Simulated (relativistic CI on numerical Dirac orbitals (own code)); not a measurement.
**Lu⁴¹⁺: sensitivity of the levels to the model**

Base calculation: Dirac-Coulomb-Breit CI, separate exchange-only KLI orbitals for each configuration, QED by a radiative potential, unscaled Slater integrals.

Configuration list (outside the closed core [Ar]): 3d10 4s2, 3d10 4s 4p, 3d10 4p2, 3d10 4s 4d, 3d10 4d2, 3d10 4s 4f, 3d10 4p 4d, 3d10 4f2, 3d10 4p 4f, 3d10 4d 4f, 3d10 4s 5s, 3d10 4s 5p, 3d10 4s 5d, 3d10 4s 5f, 3d10 4s 5g, 3d10 4s 6s, 3d10 4s 6p, 3d10 4s 6d, 3d10 4s 6f, 3d10 4s 7s, 3d9 4s2 4p, 3d9 4s2 4d, 3d9 4s2 4f, 3d9 4s2 5s, 3d9 4s2 5p, 3d9 4s2 5d. Double excitations out of closed p, d and f shells are left out; levels of such configurations are missing from the list, as are those of other unlisted configurations, and high levels can miss mixing partners. These lack a partner that the ground configuration has and come out too high: 3d9 4s2 4p, 3d9 4s2 4d, 3d9 4s2 4f, 3d9 4s2 5s, 3d9 4s2 5p.

The lowest level and the first level of each name with at least 55 % of one term (blank where a level has no safe partner in the second run):

| Level | Base (eV) | Shift (eV) |
| --- | --- | --- |
| 3d10 4s2 1S_0 | 0.000 | 0.000 |
| 3d10 4s 4p 3P°_0 | 79.428 | +0.036 |
| 3d10 4s 4p 3P°_1 | 85.941 | +0.038 |
| 3d10 4s 4p 3P°_2 | 159.587 | +0.035 |
| 3d10 4s 4p 1P°_1 | 176.480 | +0.042 |
| 3d10 4p2 3P_0 | 182.989 | +0.077 |
| 3d10 4p2 3P_1 | 257.137 | +0.074 |
| 3d10 4p2 1D_2 | 258.293 | +0.073 |
| 3d10 4s 4d 3D_1 | 308.288 | +0.033 |
| 3d10 4s 4d 3D_2 | 311.118 | +0.035 |
| 3d10 4s 4d 3D_3 | 325.106 | +0.032 |
| 3d10 4p2 1S_0 | 348.912 | +0.074 |
| 3d10 4p 4d 3F°_2 | 392.018 | +0.077 |
| 3d10 4p 4d 3F°_3 | 417.528 | +0.073 |

At this charge energies of transitions that change n are usually good to better than 1 %, and those within a shell (Δn = 0) to a few per cent.

(1) One thing was changed in a second run, which moved the levels as shown. Which?
A. P86 correlation estimate
B. configuration mixing switched off
C. QED terms removed
D. one mean potential for all configurations
E. non-relativistic limit
F. Breit term removed

Results:

(1) D. One mean potential for all configurations. One potential for all configurations removes the relaxation of the orbitals, which moves whole configurations and changes the integrals a little.

LS names give the leading component of a level, which can be under half, so a name can repeat, a term be missing and a line seem to break the LS rules.
